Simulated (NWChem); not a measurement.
Molecule: C4H5F; SMILES C=C=C(C)F

All runs: NWChem. The geometry was optimised at PBE0/def2-SVP. Total energies compare along this basis series because the functional is fixed.

```
level                    basis functions  energy (Ha)  highest occupied level (eV)  orbital gap (eV)  dipole (D)  relative time
-----------------------  ---------------  -----------  ---------------------------  ----------------  ----------  -------------
Hartree-Fock/def2-SVP                 95    -253.5528                        -9.82             13.77        1.97              1
Hartree-Fock/def2-SVPD               143    -253.5649                        -9.90             12.42        1.93              6
Hartree-Fock/def2-TZVP               185    -253.8490                        -9.82             13.41        1.87              7
Hartree-Fock/def2-TZVPP              225    -253.8506                        -9.82             13.41        1.87             10
```

The last column is a rough cost ratio, cheapest run = 1.
